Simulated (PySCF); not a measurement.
**Electron correlation in I (iodine, neutral)**

[Kr] 4d10 5s2 5p5, 2P determinant. Computed with PySCF 2.14 in def2-TZVPPD with the def2 core potential (28 electrons) (7s6p4d2f, 59 functions), with a scalar-relativistic core potential. Frozen: nothing; 25 electrons correlated.

| level | correlation energy (mhartree) |
| --- | --- |
| CCSD | -529.91 |
| (T) | -10.54 |
| CCSD(T) | -540.45 |

Diagnostics: T1 = 0.0060, D1 = 0.0317, largest double amplitude 0.035.

Cost of the coupled-cluster step: roughly 30 core-seconds, for 25 correlated electrons.

Iterations:

```
CC2 = 0
CCSD nocc = (np.int64(13), np.int64(12)), nmo = (59, 59)
frozen orbitals [[], []]
max_cycle = 100
direct = 0
conv_tol = 1e-08
conv_tol_normt = 1e-06
diis_space = 8
diis_start_cycle = 0
Init t2, MP2 energy = -0.557215818195606
Init E_corr(UCCSD) = -0.557215818207477
cycle = 1  E_corr(UCCSD) = -0.517985458261032  dE = 0.0392303599  norm(t1,t2) = 0.0587404
cycle = 2  E_corr(UCCSD) = -0.52990209536637  dE = -0.0119166371  norm(t1,t2) = 0.0137469
cycle = 3  E_corr(UCCSD) = -0.52924085932637  dE = 0.00066123604  norm(t1,t2) = 0.00492626
cycle = 4  E_corr(UCCSD) = -0.529950284613047  dE = -0.000709425287  norm(t1,t2) = 0.00159361
cycle = 5  E_corr(UCCSD) = -0.52991401693603  dE = 3.6267677e-05  norm(t1,t2) = 0.000280316
cycle = 6  E_corr(UCCSD) = -0.529904467955365  dE = 9.54898066e-06  norm(t1,t2) = 6.26512e-05
cycle = 7  E_corr(UCCSD) = -0.529907361182112  dE = -2.89322675e-06  norm(t1,t2) = 2.36352e-05
cycle = 8  E_corr(UCCSD) = -0.529907676367934  dE = -3.15185822e-07  norm(t1,t2) = 5.5849e-06
cycle = 9  E_corr(UCCSD) = -0.529907413535245  dE = 2.62832689e-07  norm(t1,t2) = 1.71794e-06
cycle = 10  E_corr(UCCSD) = -0.529907447810949  dE = -3.42757039e-08  norm(t1,t2) = 4.6973e-07
cycle = 11  E_corr(UCCSD) = -0.529907448842593  dE = -1.03164421e-09  norm(t1,t2) = 1.5661e-07
UCCSD converged
E(UCCSD) = -297.1885359899631  E_corr = -0.5299074488425928
UCCSD(T) correction = -0.0105404632348946
```

The basis has no tight functions for the innermost shells, so their pair energies are far from complete.

This basis was not built for core-valence correlation, so the inner-shell part is incomplete.
